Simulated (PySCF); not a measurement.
# Nuclear quadrupole coupling in `N#CC1=N[Si@H](C(F)(F)F)C1`

Compound: C4H3F3N2Si.
Structure used (GFN2-xTB), in Å, numbered top down from 1:
```
atom  x, y, z in Å
N1    -3.4920    1.1811   -1.5263
C2    -2.5057    0.9802   -0.9786
C3    -1.3202    0.6678   -0.2790
N4    -0.3194    1.4661   -0.1140
Si5    0.6095    0.2738    0.8244
C6     2.1399   -0.3966   -0.1671
F7     3.0920    0.5311   -0.3449
F8     1.8120   -0.8580   -1.3871
F9     2.7329   -1.4229    0.4759
C10   -1.0327   -0.6461    0.3933
H11    1.0195    0.5831    2.1784
H12   -1.0189   -1.4884   -0.2962
H13   -1.7213   -0.8708    1.2035
```

Field gradients from the PBE0/pcSseg-1 density (PySCF, non-relativistic), principal values in atomic units, ordered |Vxx| ≤ |Vyy| ≤ |Vzz|:

```csv
atom,Vxx,Vyy,Vzz
N1,0.4233,0.6297,-1.0530
N4,0.1662,0.9636,-1.1298
```

**Question.** Find the asymmetry η = (Vxx − Vyy)/Vzz and the couplings χ = eQV/h (234.96 MHz × Q in barn × V in au), with Q(14N) = 0.02044 b.

**Answer.** 
```tsv
atom	environment	nucleus	η	χzz (MHz)	χxx (MHz)	χyy (MHz)
N1	nitrile nitrogen	14N	0.20	-5.06	2.03	3.02
N4	C=N nitrogen	14N	0.71	-5.43	0.80	4.63
```

The tensor is traceless: Vxx + Vyy + Vzz = 0.

**Question.** What is Vzz at N1 in SI units (1 au = 9.71736 × 10²¹ V/m²)?

**Answer.** -1.0530 au = -10.232 × 10²¹ V/m².

**Question.** What couplings would deuterons (Q(2H) = 0.00286 b) have in place of the hydrogens, at this geometry?

**Answer.** 
| atom | bonded to | bond length (Å) | Vzz (au) | η | χzz (kHz) |
| --- | --- | --- | --- | --- | --- |
| H11 | Si5 | 1.448 | 0.1677 | 0.00 | 113 |
| H12 | C10 | 1.089 | 0.3143 | 0.04 | 211 |
| H13 | C10 | 1.087 | 0.3191 | 0.04 | 214 |

Isolated species at its GFN2-xTB geometry, gas phase. GFN2-xTB bond lengths can be off by several hundredths of an ångström, more for odd bonds, and the gradients follow them. With a basis this small, the couplings can be 20 % off.

The run behind these numbers computed NMR shieldings as well. On one thread of an Intel Xeon Platinum 8488C, no GPU, shared host with 96 logical CPUs at a one-minute load of 37, this took 30 s of wall time and 0.84 GiB of memory at its peak.
